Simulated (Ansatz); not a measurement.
The cluster Al₃Ga₂⁺. Total charge 1; singlet. Geometry r2SCAN-D4/def2-SVP, basis def2-TZVP, Ansatz.

```xyz
5

Al   -0.5192    1.8160   -1.2614
Al   -1.1241    1.4922    1.2655
Al    1.1522   -2.3207   -0.0151
Ga   -0.0694   -0.6622    1.3284
Ga    0.5605   -0.3253   -1.3174
```

```csv
run,HOMO (eV),LUMO (eV)
A,-9.53,-7.75
B,-9.15,-8.35
C,-8.99,-8.32
D,-10.22,-6.81
```

Another isomer (triplet) lies 0.08 eV lower at PBE0-D4/def2-TZVP; other spin states weren't run for this one.

Question: The runs used CAM-B3LYP, PBE, PBE0, r2SCAN. Estimate which is which.

Answer: A PBE0 (25 % exact exchange); B r2SCAN (0 % exact exchange); C PBE (0 % exact exchange); D CAM-B3LYP (range-separated). Exact exchange lowers occupied and raises empty levels; among semilocal functionals meta-GGAs tend to open the gap a little, and such runs are hard to tell apart. The gap grows from 0.67 eV (PBE) to 3.41 eV (CAM-B3LYP). The restricted singlet is unstable towards broken spin symmetry in Hartree–Fock (as tested in another run); at PBE0-D4/def2-TZVP, r2SCAN-D4/def2-TZVP, PBE-D4/def2-TZVP, CAM-B3LYP-D4/def2-TZVP this wasn't settled.
